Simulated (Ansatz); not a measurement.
Cost and result for the atomization energy of FH4NSn, SMILES `[NH2][SnH2][F]` (7 atoms, 6 bonds).

Z-matrix (Å, degrees):
```
Sn
F 1 1.934
N 1 2.003 2 109.1
H 1 1.697 2 104.6 3 -117.2
H 1 1.697 2 104.6 3 117.2
H 3 1.011 1 114.8 2 63.2
H 3 1.011 1 114.8 2 -63.3
```

Total charge 0; spin multiplicity 1. Correlated methods include outer-core shells of Sn, which these sets cover unevenly. Sn: def2 effective core potential. Geometry: relaxed with PBE0-D4/def2-TZVP. It is one conformer, not always the lowest. Program: Ansatz. Hardware: A = 2 threads of an AMD EPYC 7R13 on a shared host; B = 2 threads of an AMD EPYC 7R13 on a shared host and a share of an NVIDIA H100 80 GB. Times are those of one run each, without the atoms' runs, and a repeat can differ threefold. Electronic energies, without spin–orbit coupling; frozen cores. CCSD(T)/CBS adds CCSD(T) − MP2 in def2-TZVPP to the MP2 limit, and its time is that of the two runs behind it. T1 = 0.013. With those shells the extrapolation isn't a true limit. B3LYP takes the VWN-RPA correlation (the form of Gaussian; ORCA's B3LYP/G).

CCSD(T)/CBS is a level of theory with its own doubt, some kJ/mol a heavy atom from the limit and from the frozen cores, so smaller differences don't rank the functionals.

| level | functions | wall time | atomization (kJ/mol) | difference from CCSD(T)/CBS | per bond |
| --- | --- | --- | --- | --- | --- |
| PBE-D4/def2-TZVPP (with forces) [A] | 168 | 1.5 s | 2053.8 | -2.7 | -0.4 |
| PBE0-D4/def2-TZVPP [A] | 168 | 1.6 s | 1997.4 | -59.1 | -9.9 |
| B3LYP-D4/def2-TZVPP (with forces) [A] | 168 | 2.1 s | 2028.1 | -28.4 | -4.7 |
| CCSD(T)/def2-TZVPP [B] | 168 | 2.6 s | 1979.4 | -77.1 | -12.8 |
| r2SCAN-D4/def2-TZVPP (with forces) [A] | 168 | 2.8 s | 2016.0 | -40.5 | -6.7 |
| B2PLYP/def2-TZVPP [A] | 168 | 3.2 s | 2004.2 | -52.3 | -8.7 |
| ωB97X-V/def2-TZVPP [A] | 168 | 4 s | 2054.2 | -2.3 | -0.4 |
| ωB97M-V/def2-TZVPP (with forces) [A] | 168 | 6 s | 2034.8 | -21.7 | -3.6 |
| CCSD(T)/def2-QZVPP [B] | 316 | 10 s | 2031.2 | -25.3 | -4.2 |
| CCSD(T)/CBS(def2) | – | 13 s | 2056.5 | 0.0 | 0.0 |

From PBE to PBE0 (25 % exact exchange), in def2-TZVPP and without D4, the atomization energy moves by −54.8 kJ/mol: exact exchange takes away binding that semilocal exchange gives to molecules. The D4 term adds +16.5 kJ/mol with B3LYP and +8.5 kJ/mol with PBE0; it sums over pairs of atoms, weighted by their polarisabilities, and B3LYP, whose exchange is more repulsive, gets the larger term. In def2-TZVPP, CCSD(T) changes the Hartree–Fock value by +638.4 kJ/mol (the triples alone add +34.9 kJ/mol) and MP2 by +643.4 kJ/mol; breaking electron pairs costs correlation energy, which Hartree–Fock lacks.

Spin–orbit coupling would lower the free Sn atoms strongly, and the atomization energy with them, by more than many differences here. For some Ge, Se and Sn compounds the MP2-based and the directly extrapolated limit differ by 10 to 25 kJ/mol.
